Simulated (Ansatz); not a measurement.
Reaction (ligand exchange at a Ge–C bond): `CC[CH2][GeH3]` + `C=CNC` → `C=C[N](C)[GeH3]` + `CCC`

Computed with Ansatz on PBE0-D4/def2-TZVP structures; ΔE is electronic, products minus reactants. CBS: MP2 limit from def2 TZ/QZ plus the TZ coupled-cluster correction, frozen cores. Functionals use def2-TZVPP. B3LYP here is the variant with VWN-RPA as its local correlation; programs differ in this. For Ge outer-core shells are correlated without core-valence functions, which leaves a few kJ/mol of doubt a bond. Scalar relativity is left out up to krypton. One conformer a species, not always the lowest.

```tsv
level	ΔE (kJ/mol)
LDA (SPW92)	-25.8
r2SCANh-D4	-27.4
PBE-QIDH	-29.0
B3LYP	-24.4
BHLYP	-27.5
LC-ωPBE	-24.1
MP2/def2-SVP	-37.7
MP2/def2-TZVPP	-35.6
```

Q: What does CCSD(T)/CBS give? (An estimate is asked.)

A: Computed: -28.9 kJ/mol. The listed levels differ from it by 3.1, 1.5, -0.1, 4.5, 1.4, 4.8, -8.8, -6.7 kJ/mol.

Largest T1 diagnostic among the species: 0.012.

From BLYP to BHLYP (50 % exact exchange), in def2-TZVPP and without D4, ΔE moves by −4.9 kJ/mol. The D4 term adds −5.4 kJ/mol with B3LYP and −2.8 kJ/mol with PBE0; it sums over pairs of atoms, weighted by their polarisabilities, and B3LYP, whose exchange is more repulsive, gets the larger term. At CCSD(T), def2-SVP lies −6.1 kJ/mol from the extrapolated value and def2-TZVPP −2.7 kJ/mol.

CCSD(T)/CBS has its own doubt, a few kJ/mol and more with outer-core shells, so smaller differences from it don't rank the levels.
